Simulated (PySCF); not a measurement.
Os(45+): ionisation energy

Os(45+) [Ar] 3d10 4s2 4p1 (2P) → Os(46+) [Ar] 3d10 4s2 (1S), as a difference of total energies. Computed with PySCF 2.14 in an uncontracted even-tempered set (17 s from 5 bohr⁻², ratio 2.5; 11 p from 6.4 bohr⁻², ratio 2.5; 8 d from 11 bohr⁻², ratio 2.5; 4 f from 32 bohr⁻², ratio 2.7; 4 g from 48 bohr⁻², ratio 2.7), with the non-relativistic Hamiltonian (point nucleus). Correlated levels: outer shells: [Ne] frozen; virtual orbitals above 40 to 60 times the deepest correlated orbital energy dropped. The calculations carry no spin-orbit coupling.

```csv
method,ionisation energy (eV)
UHF,2252.4
LDA,2255.7
PBE,2255.0
PBE0,2254.6
r2SCAN,2254.5
B3LYP,2255.5
BLYP,2255.7
MP2 (outer shells),2253.4
SCS-MP2 (outer shells),2253.3
```

A first-order spin-orbit estimate (lowest level to lowest level, LS coupling) adds 46.976 eV.

The gap to the reference is mostly relativistic.

First order in ζ underestimates the shift of j = l − 1/2 levels at high Z.

For comparison: 2400 ± 4 eV (theoretical estimate listed by NIST; NIST Atomic Spectra Database, ionization energies).
